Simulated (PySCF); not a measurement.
MePhSiCl2, C7H8Cl2Si.
Numbering: `[CH3:1][Si:2]([Cl:3])([Cl:4])[c:5]1[cH:6][cH:7][cH:8][cH:9][cH:10]1` (hydrogens: H11, H12, H13 on C1; H14 on C6; H15 on C7; H16 on C8; H17 on C9; H18 on C10)

Theory: PySCF, TDDFT PBE0/def2-SVPD, vertical, gas phase, core orbitals frozen in the response. Isolated species at its PBE0-D3(BJ)/def2-SVP geometry (one conformer only). Torsions of this conformer, `[CH3:1][Si:2]([Cl:3])([Cl:4])[c:5]1[cH:6][cH:7][cH:8][cH:9][cH:10]1`: C1–Si2–C5–C6 70°.

Computed states:

```csv
state,E (eV),f
S1,5.30,0.0057
S2,5.90,0.105
S3,6.33,0.0064
S4,6.73,0.172
S5,6.80,0.721
S6,6.83,0.086
S7,7.01,0.021
S8,7.02,0.023
S9,7.05,0.049
S10,7.24,0.012
```

Broadening: Gaussians 0.5 eV wide at half height, area fixed by f = 4.319×10⁻⁹ ∫ε dν̃. The cross-section is σ = 3.8235×10⁻²¹ ε cm², given in Mb (10⁻¹⁸ cm²). The width is an assumption, not a result. The curve ends short of the highest state used, and states not computed would add to its high-energy end.

Problem. What does the envelope look like, and where are its maxima?

Solution. 
```csv
λ (nm),σ (Mb)
186.7,161.36
189.6,103.57
192.6,54.39
195.5,26.61
198.5,15.17
201.4,14.12
204.4,17.38
207.3,20.70
210.3,21.80
213.2,19.96
216.2,15.94
219.1,11.43
222.1,7.40
225.0,4.64
228.0,2.93
231.0,2.03
233.9,1.57
236.9,1.27
239.8,1.03
242.8,0.79
245.7,0.58
248.7,0.39
251.6,0.25
254.6,0.15
257.5,0.08
260.5,0.04
263.4,0.02
266.4,0.01
269.3,0.01
272.3,0.00
```

Maxima: 210 nm (5.91 eV), ε about 5700, made up of S2 (99%) (ε in L mol⁻¹ cm⁻¹; maxima over ε = 5, shares over 10%). At its high-energy end, 6.64 eV, the curve is still rising (ε about 42000, from S4 and S5).

Problem. What would ε be at 5.91 eV, the highest of these maxima, with half the width (0.25 eV)?

Solution. About 11300 L mol⁻¹ cm⁻¹ against 5710, a factor of about 1.97; a lone state at its own centre would give exactly 2.

Problem. On this curve, what absorbance would a 10⁻³ mol/L sample give at 193 nm over a 1 cm path?

Solution. 193 nm is 6.424 eV, where ε is about 13000 L mol⁻¹ cm⁻¹, so A = ε c l ≈ 13 (Beer–Lambert, with the gas-phase spectrum and the assumed width).

Problem. Coming from long wavelengths, where does ε first pass 100 L mol⁻¹ cm⁻¹?

Solution. At about 249 nm (4.98 eV), 0.32 eV below S1.
